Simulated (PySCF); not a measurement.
Al2(mu-OMe)2(OH)4, C2H10Al2O6, singlet, GFN2-xTB optimised geometry.

```
20

Al     1.05     0.93     0.00
Al    -1.00    -0.89     0.00
O      0.83    -0.89     0.00
C      1.76    -1.94    -0.11
H      2.60    -1.63    -0.73
H      2.13    -2.23     0.87
H      1.27    -2.81    -0.57
O      1.63     1.35    -1.49
H      2.14     1.89    -2.06
O      1.69     1.57     1.39
H      1.66     1.55     2.33
O     -0.78     0.93     0.00
C     -1.71     1.97     0.11
H     -2.60     1.62     0.64
H     -1.27     2.81     0.66
H     -2.01     2.32    -0.88
O     -1.64    -1.54    -1.38
H     -1.62    -1.53    -2.33
O     -1.58    -1.31     1.48
H     -2.07    -1.83     2.10
```

Density from PySCF with PBE0/def2-SVP at that geometry.

Minimum of the electron density along straight lines between bonded atoms, close to the bond critical point (lines longer than 1.1 times the sum of covalent radii, or with two minima, are not listed):

```json
[
 {"bond": "Al1–O3", "length / Å": "1.825", "ρ at the minimum / e bohr⁻³": "0.070", "∇²ρ there / e bohr⁻⁵": "0.56", "position (fraction from the first atom)": "0.42"},
 {"bond": "Al2–O3", "length / Å": "1.828", "ρ at the minimum / e bohr⁻³": "0.070", "∇²ρ there / e bohr⁻⁵": "0.56", "position (fraction from the first atom)": "0.42"},
 {"bond": "O3–C4", "length / Å": "1.409", "ρ at the minimum / e bohr⁻³": "0.246", "∇²ρ there / e bohr⁻⁵": "-0.21", "position (fraction from the first atom)": "0.67"},
 {"bond": "C4–H5", "length / Å": "1.092", "ρ at the minimum / e bohr⁻³": "0.283", "∇²ρ there / e bohr⁻⁵": "-1.09", "position (fraction from the first atom)": "0.64"},
 {"bond": "C4–H6", "length / Å": "1.093", "ρ at the minimum / e bohr⁻³": "0.282", "∇²ρ there / e bohr⁻⁵": "-1.08", "position (fraction from the first atom)": "0.64"},
 {"bond": "C4–H7", "length / Å": "1.092", "ρ at the minimum / e bohr⁻³": "0.282", "∇²ρ there / e bohr⁻⁵": "-1.08", "position (fraction from the first atom)": "0.64"},
 {"bond": "Al1–O8", "length / Å": "1.650", "ρ at the minimum / e bohr⁻³": "0.105", "∇²ρ there / e bohr⁻⁵": "1.04", "position (fraction from the first atom)": "0.43"},
 {"bond": "O8–H9", "length / Å": "0.942", "ρ at the minimum / e bohr⁻³": "0.366", "∇²ρ there / e bohr⁻⁵": "-2.60", "position (fraction from the first atom)": "0.82"},
 {"bond": "Al1–O10", "length / Å": "1.658", "ρ at the minimum / e bohr⁻³": "0.105", "∇²ρ there / e bohr⁻⁵": "1.02", "position (fraction from the first atom)": "0.43"},
 {"bond": "O10–H11", "length / Å": "0.944", "ρ at the minimum / e bohr⁻³": "0.364", "∇²ρ there / e bohr⁻⁵": "-2.56", "position (fraction from the first atom)": "0.82"},
 {"bond": "Al1–O12", "length / Å": "1.828", "ρ at the minimum / e bohr⁻³": "0.070", "∇²ρ there / e bohr⁻⁵": "0.56", "position (fraction from the first atom)": "0.42"},
 {"bond": "Al2–O12", "length / Å": "1.825", "ρ at the minimum / e bohr⁻³": "0.070", "∇²ρ there / e bohr⁻⁵": "0.56", "position (fraction from the first atom)": "0.42"},
 {"bond": "O12–C13", "length / Å": "1.409", "ρ at the minimum / e bohr⁻³": "0.246", "∇²ρ there / e bohr⁻⁵": "-0.21", "position (fraction from the first atom)": "0.67"},
 {"bond": "C13–H14", "length / Å": "1.092", "ρ at the minimum / e bohr⁻³": "0.283", "∇²ρ there / e bohr⁻⁵": "-1.09", "position (fraction from the first atom)": "0.64"},
 {"bond": "C13–H15", "length / Å": "1.092", "ρ at the minimum / e bohr⁻³": "0.282", "∇²ρ there / e bohr⁻⁵": "-1.08", "position (fraction from the first atom)": "0.64"},
 {"bond": "C13–H16", "length / Å": "1.093", "ρ at the minimum / e bohr⁻³": "0.282", "∇²ρ there / e bohr⁻⁵": "-1.08", "position (fraction from the first atom)": "0.64"},
 {"bond": "Al2–O17", "length / Å": "1.657", "ρ at the minimum / e bohr⁻³": "0.105", "∇²ρ there / e bohr⁻⁵": "1.03", "position (fraction from the first atom)": "0.43"},
 {"bond": "O17–H18", "length / Å": "0.944", "ρ at the minimum / e bohr⁻³": "0.364", "∇²ρ there / e bohr⁻⁵": "-2.56", "position (fraction from the first atom)": "0.82"},
 {"bond": "Al2–O19", "length / Å": "1.648", "ρ at the minimum / e bohr⁻³": "0.105", "∇²ρ there / e bohr⁻⁵": "1.05", "position (fraction from the first atom)": "0.43"},
 {"bond": "O19–H20", "length / Å": "0.942", "ρ at the minimum / e bohr⁻³": "0.367", "∇²ρ there / e bohr⁻⁵": "-2.61", "position (fraction from the first atom)": "0.82"}
]
```
